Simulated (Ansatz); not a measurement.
CH4OSn (`O=[CH][SnH3]`) at its PBE0-D4/def2-TZVP geometry, where that method's forces vanish. The species carries charge 0 and has multiplicity 1. Sn takes the def2 core potential.

```xyz
7

O    -0.8558   -1.8129   -0.9439
C    -0.3466   -1.2871    0.0031
Sn    0.2275    0.8477   -0.0040
H    -0.1481   -1.8797    0.9283
H     1.9058    0.9741    0.2877
H    -0.1755    1.5045   -1.5207
H    -0.6073    1.6534    1.2496
```

**Question.** What forces (eV/Å) does r2SCAN-D4/def2-TZVPP give on these atoms in the Gaussian-basis code of Ansatz? (Estimate.)

**Answer.** The calculation gave: 
```
O1  -0.150 -0.158 -0.277
C2   0.096  0.057  0.207
Sn3  0.029  0.097  0.005
H4   0.015 -0.025  0.057
H5  -0.004  0.015  0.002
H6   0.004  0.002  0.009
H7   0.010  0.012 -0.004
```
